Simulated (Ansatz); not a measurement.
Relaxation of H₂OSb (4 atoms, charge -1, multiplicity 1), to a largest force component of 0.02 eV/Å in at most 50 steps.

Level of theory: Ansatz, UKS B3LYP/def2-SVP.

```xyz
4
Properties=species:S:1:pos:R:3
O -1.673 -0.266 -0.105
Sb 0.037 -0.263 -0.648
H 0.977 -0.917 0.865
H 0.660 1.447 -0.111
```

Question: Where does it end, and by what steps?

Answer: The run converged. Limits of this set-up: an anion without diffuse functions, the dipole of an ion depends on the origin. After 5 steps the energy has fallen by 0.215 eV; O1 moved furthest, 0.09 Å.

```tsv
step	energy less start (eV)	largest force component (eV/Å)	accepted
0	0.0000	3.552	yes
1	0.0382	2.111	no
2	-0.1647	1.195	yes
3	-0.2105	0.173	yes
4	-0.2150	0.026	yes
5	-0.2151	0.004	yes
```

```xyz
4
Properties=species:S:1:pos:R:3
O -1.756 -0.285 -0.121
Sb 0.074 -0.242 -0.611
H 0.992 -0.863 0.831
H 0.691 1.390 -0.099
```

Whether the end is a true minimum wasn't checked by a vibrational analysis.

The run took 16 s on 1 thread of Arm Neoverse V1, with other jobs on the host, peak memory 0.12 GiB.
